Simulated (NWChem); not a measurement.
System: C₄H₃F; SMILES C(/F)=C/C#C

```xyz
8

C      0.5549     2.1813     0.0000
C     -0.1107     1.1666     0.0000
C     -0.9189     0.0004     0.0000
C     -0.4482    -1.2526     0.0000
F      0.8410    -1.5356     0.0000
H      1.1516     3.0748     0.0000
H     -2.0066     0.1193     0.0000
H     -1.0859    -2.1410     0.0000
```
Atoms are numbered in this order, from 1.

Results from NWChem. All runs use the structure optimised with PBE0/def2-SVP. Level: PBE0/def2-SVP with SMD (1 M gas to 1 M solution), gas-phase geometry.

For solvent n-hexane:

| Quantity | Value |
|---|---|
| solvation free energy (kcal/mol) | -2.8 |
| cavity-dispersion-structure term (kcal/mol) | -0.3 |
| dipole in solution (D) | 1.47 |

What are these values for solvent water?

solvation free energy (kcal/mol): -0.6
cavity-dispersion-structure term (kcal/mol): 5.1
dipole in solution (D): 1.75
